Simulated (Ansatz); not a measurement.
```yaml
crystal:
  periodic: [false, false, false]
  atoms:
    - {symbol: B, position_ang: [-1.109471, 2.052972, -0.534926]}
    - {symbol: Al, position_ang: [-0.109574, 0.240627, -0.187996]}
    - {symbol: Si, position_ang: [0.867980, -1.652602, 0.772815]}
    - {symbol: S, position_ang: [0.898275, -1.295235, -1.378547]}
    - {symbol: H, position_ang: [-2.291728, 2.087665, -0.711472]}
    - {symbol: H, position_ang: [-0.527561, 3.097631, -0.525468]}
    - {symbol: H, position_ang: [2.229306, -1.695946, 1.368506]}
    - {symbol: H, position_ang: [0.134973, -2.892311, 1.141289]}
basis:
  gaussian: {orbitals: "6-31G*"}
hamiltonian: {xc: {name: wB97}}
accuracy: high
smearing: {width: 0.1}
output: {forces: true}
```

```sh
$ ansatz run in.yaml --threads 2 --pin off --events-out ev --progress --plain --max-ram 4352MiB
```

It prints (some lines left out):

```
Error: YAML parse error: error: line 16 column 1: unknown field `smearing`, expected one of crystal, accuracy, basis, kpoints, hamiltonian, magnetization, projection, total_charge, correlation, batch, efield, external_charges, scf, relax, neb, saddle, md, ramp, phonons, dielectric, real_time, elastic, magnetic_configurations, gw, evaluate, workflow, output, checkpoint, execution
14 | hamiltonian: {xc: {name: wB97}}
15 | accuracy: high
16 | smearing: {width: 0.1}
17 | output: {forces: true}
```

(1) What is wrong with this run?

Results:

(1) The input holds a key that doesn't belong there. The program refused the input.
